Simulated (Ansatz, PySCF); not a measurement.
C3H5BFN, SMILES NB1C=C[C@@H]1F. Atoms are numbered in the order given.

```xyz
11

N      1.9369     0.5533     0.4576
B      0.5714     0.5468     0.2022
C     -0.7233     1.1130     0.8577
C     -1.4492     0.2000     0.1623
C     -0.3766    -0.3345    -0.7660
F     -0.2103    -1.7207    -0.7489
H      2.3612     1.0763     1.2144
H      2.5890    -0.0240    -0.0603
H     -1.0694     1.8338     1.6027
H     -2.5052    -0.0969     0.2299
H     -0.5071    -0.0290    -1.8194
```
Charge 0, spin multiplicity 1.

The structure is a stationary point at B3LYP-D3(BJ)/def2-SVP. The structure was generated by enumeration; whether it is a known compound was not checked. The values are those of a single conformer.

Two levels are set side by side: PBE-D3(BJ)/def2-SVP (Ansatz, a first-principles code) and B3LYP-D3(BJ)/def2-SVP (Ansatz). Each level has its own optimised geometry; the coordinates shown are those of the second. Frequencies come from the Hessian of PySCF at each geometry. Differences are taken from unrounded values.

```csv
quantity,B3LYP-D3(BJ)
mean bond length (Å),1.287
bond N1–B2 (Å),1.389
bond B2–C3 (Å),1.558
bond B2–C5 (Å),1.616
bond C3–C4 (Å),1.358
bond C4–C5 (Å),1.516
bond C5–F6 (Å),1.396
bond N1–H7 (Å),1.013
bond N1–H8 (Å),1.013
bond C3–H9 (Å),1.093
bond C4–H10 (Å),1.099
bond C5–H11 (Å),1.105
highest harmonic wavenumber (cm⁻¹),3688
mean harmonic wavenumber (cm⁻¹),1340
zero-point energy (kcal/mol),51.71
```

**Question.** What does PBE-D3(BJ) give, and how far is it from B3LYP-D3(BJ)? (An estimate is asked for; the answer gives what the named calculation found.)

**Answer.** 
| quantity | PBE-D3(BJ) | PBE-D3(BJ) minus B3LYP-D3(BJ) |
|---|---|---|
| mean bond length (Å) | 1.293 | 0.006 |
| bond N1–B2 (Å) | 1.396 | 0.007 |
| bond B2–C3 (Å) | 1.558 | 0.000 |
| bond B2–C5 (Å) | 1.620 | 0.004 |
| bond C3–C4 (Å) | 1.368 | 0.010 |
| bond C4–C5 (Å) | 1.517 | 0.001 |
| bond C5–F6 (Å) | 1.401 | 0.005 |
| bond N1–H7 (Å) | 1.020 | 0.007 |
| bond N1–H8 (Å) | 1.020 | 0.007 |
| bond C3–H9 (Å) | 1.101 | 0.008 |
| bond C4–H10 (Å) | 1.108 | 0.009 |
| bond C5–H11 (Å) | 1.114 | 0.009 |
| highest harmonic wavenumber (cm⁻¹) | 3616 | -72 |
| mean harmonic wavenumber (cm⁻¹) | 1303 | -37 |
| zero-point energy (kcal/mol) | 50.29 | -1.42 |

Exact exchange shortens and stiffens bonds; PBE has none. Differences between two approximate levels are no errors against the true value.
